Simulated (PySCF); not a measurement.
hexafluoroisopropanol (C₃H₂F₆O), SMILES C(F)(F)(C(O)C(F)(F)F)F.

Geometry optimised at B3LYP-D3(BJ)/def2-SVP. Other conformers were not sampled.

Computed with PySCF with TDA-PBE0/def2-SVPD.

Vertical excitations. Gas-phase values at a fixed geometry.

| state | energy (eV) | λ (nm) | f | main pairs |
|---|---|---|---|---|
| S1 | 7.99 | 155 | 0.005 | HOMO→LUMO 97 % |
| S2 | 9.20 | 135 | 0.033 | HOMO→LUMO+1 91 % |
| S3 | 9.56 | 130 | 0.001 | HOMO−1→LUMO 95 % |
| S4 | 9.85 | 126 | 0.014 | HOMO→LUMO+2 74 %, HOMO→LUMO+5 16 % |
| S5 | 10.06 | 123 | 0.016 | HOMO→LUMO+3 86 % |
| S6 | 10.27 | 121 | 0.013 | HOMO→LUMO+5 42 %, HOMO→LUMO+4 35 %, HOMO→LUMO+2 12 % |
| T1 | 7.55 | 164 | 0 | HOMO→LUMO 91 % |
| T2 | 8.78 | 141 | 0 | HOMO→LUMO+1 77 % |
Triplets are in the Tamm–Dancoff approximation.
